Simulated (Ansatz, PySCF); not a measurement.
Energy difference 2 R1 → P1 + P2, each structure at its B3LYP-D3(BJ)/def2-TZVP stationary point, reached from a drawn start (curvature not checked).
P1, BF3 (SMILES FB(F)F) (charge 0, multiplicity 1):
```csv
atom,x (Å),y (Å),z (Å)
B,0.0000,0.0000,0.0000
F,1.3156,0.0000,0.0000
F,-0.6578,1.1394,0.0000
F,-0.6578,-1.1394,0.0000
```
R1: BF2 (SMILES F[B]F), charge 0, multiplicity 2.
P2: BF (SMILES [B]F), charge 0, multiplicity 1.

P less R. No zero-point or thermal terms; singlets are restricted closed shells; open shells are unrestricted.

Correlated levels freeze the cores.

Codes used: Ansatz (an electronic-structure program); PySCF for the D3/D4 terms. Each number belongs to the level named beside it.

**Question.** What reaction energy does CCSD(T)/cc-pVQZ give?

**Answer.** -60.7 kcal/mol

**Question.** Predict the reaction energy from B97M-V/def2-TZVPP.

**Answer.** -59.1 kcal/mol

**Question.** Give the reaction energy at the level B2PLYP-D3(BJ)/def2-TZVPP.

**Answer.** -54.5 kcal/mol
